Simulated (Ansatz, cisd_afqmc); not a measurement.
Species: Pb, charge 0, triplet.

Total energies in def2-TZVPPD, 4 correlated electrons, 9 frozen orbitals. Open shells are spin-unrestricted; no spin-orbit coupling. Cores are frozen in correlated methods (noble-gas shells, and filled d and f shells in the p block). Past Kr the def2 sets carry scalar-relativistic core potentials. AFQMC/CISD: phaseless, guided by CISD from CCSD amplitudes; bars are statistical, one sigma. Outlying blocks are dropped, and bars are widened where a walk drifts. Over all cases where full CI ran beside it in this data, AFQMC minus full CI had a median of +0.1 mEh and passed +0.4 mEh in a tenth of the cases. Spin-orbit terms, left out, reach several kcal/mol for Br and I, and more for heavier atoms.

```csv
method,program,energy (Eh),minus CCSDTQ (mEh)
HF,Ansatz,-191.83554,48.30
MP2,Ansatz,-191.87237,11.48
CCSD,Ansatz,-191.88248,1.37
CCSD(T),Ansatz,-191.88354,0.31
CCSDT(Q),Ansatz,-191.88385,0.00
CCSDTQ,Ansatz,-191.88385,0.00
AFQMC/CISD,cisd_afqmc,-191.8838 ± 0.0001,0.1 ± 0.1
```

Ansatz is a first-principles code.
